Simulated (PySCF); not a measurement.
What settings do to a single point of Y2S3

The sound run of Y2S3 (singlet) uses PySCF 2.14.0, RKS PBE0, Y def2-SVP with ECP28, S def2-SVP; non-relativistic Hamiltonian with scalar-relativistic core potentials where named; density fitting; no spin-orbit coupling, grid (50, 194), threshold 1e-8 Eh and 55 cycles, at the relaxed geometry:

```xyz
5

Y    -0.6183   -0.0566    2.3087
Y    -0.6183   -0.0566   -2.3087
S    -1.6642   -0.1522    0.0000
S     1.6395    0.1500    2.6678
S     1.6395    0.1500   -2.6678
```

There Y1 has a Mulliken charge of 0.63 e and the dipole about the centre of mass is 12.13 D. Each run below changes one thing and starts from free metal ions and neutral atoms unless it says otherwise; with 55 cycles, smearing, a level shift and second-order steps follow where DIIS fails, and their cycles count. Energy shifts count from the sound run.

| change | outcome | cycles | energy shift (eV) | largest force component (eV/Å) | charge on Y1 (e) | dipole about the centre of mass (D) |
| --- | --- | --- | --- | --- | --- | --- |
| start from a density of up to 30 smeared cycles (not counted) | converged | 9 | 0.0000 | 0.01 | 0.63 | 12.13 |

Q: One further run converged with energy shift (eV) -0.0319, largest force component (eV/Å) 0.15, charge on Y1 (e) 0.63, dipole about the centre of mass (D) 12.13. Which change was it?
A. grid (40, 110)
B. threshold 1e-05
C. charge changed by +5, spin kept, limit 73 cycles

A: A.

Q: And the other changes listed?

A: 
| change | outcome | cycles | energy shift (eV) | largest force component (eV/Å) | charge on Y1 (e) | dipole about the centre of mass (D) |
| --- | --- | --- | --- | --- | --- | --- |
| threshold 1e-05 | converged | 8 | 0.0001 | 0.02 | 0.63 | 12.08 |
| charge changed by +5, spin kept, limit 73 cycles | refused | – | – | – | – | – |

Forces carry noise of the integration grid, about 0.01 to 0.03 eV/Å.

A frequency check found unstable modes (1, the lowest at -30 cm⁻¹), so the relaxed geometry is a saddle point, or these are noise.
